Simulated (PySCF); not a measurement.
# AsNF₂ + 2 HF → H₂AsN + 2 F₂

Level: PBE0 in the def2-TZVP basis family, all electrons, no relativity, computed in PySCF with density fitting; open shells unrestricted.

```csv
species,state and structure,E (Eh),ZPE (kJ/mol),H(298 K) − H(0) (kJ/mol),S° (J/(mol K))
AsNF₂,"singlet, C2v, As–F 1.708 Å (×2), As–N 1.613 Å; F–As–F 92.8°, F–As–N 133.6° (×2)",-2489.80369,18.9,14.8,297.3
HF,"singlet, C∞v, H–F 0.920 Å",-100.39188,24.9,8.7,173.6
H₂AsN,"singlet, C2v, As–H 1.521 Å (×2), As–N 1.638 Å; H–As–H 104.3°, H–As–N 127.9° (×2)",-2291.36569,43.6,11.5,249.9
F₂,"singlet, D∞h, F–F 1.376 Å",-199.40856,6.6,8.7,201.9
```

Question: What is the electronic reaction energy?

Answer: At PBE0/def2-TZVP, ΔE = 1062.4 kJ/mol from the differences of the total energies times 2625.5, uphill. 

Question: Add zero-point, thermal and entropy terms for 298.15 K and 1 bar.

Answer: ΔZPE = -11.9 and Δ[H(298) − H(0)] = -3.3 kJ/mol give ΔH° = 1047.2 kJ/mol. ΔS° = 9.2 J/(mol K), so ΔG° = 1047.2 − 298.15 × (0.0092) = 1044 kJ/mol.

The structures come from searches over a few start shapes, so lower isomers are not excluded.
